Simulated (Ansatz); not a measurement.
Molecule: SnCl2 (charge 0, singlet). 
Structure (B3LYP-D3(BJ)/def2-TZVP (Ansatz, a first-principles code) minimum search):
SMILES: [Cl][Sn][Cl]
```xyz
3

Sn    -0.0035    -0.0126     0.6287
Cl     1.1924     1.3887    -0.8905
Cl    -1.1822    -1.3517    -0.9587
```
Charge 0, spin multiplicity 1.

Parts of the frozen-core correlation energy in def2-SVPD (Ansatz, hartree). Frozen orbitals: 19; correlated occupied orbitals by spin: 9 and 9; virtual: 58 and 58. No spin-orbit coupling. In def2 rows, elements after Kr have scalar-relativistic effective core potentials.

| term | value |
|---|---|
| reference (HF) | -1132.18917 |
| MP2 opposite-spin | [?] |
| MP2 same-spin | -0.09417 |
| CCSD correlation | [?] |
| (T) | [?] |
| T1 diagnostic | 0.014 |
| largest doubles amplitude | 0.070 |

Question: What belongs in the gaps?

Answer: 
- MP2 opposite-spin, value: -0.25967
- CCSD correlation, value: -0.38403
- (T), value: -0.01203
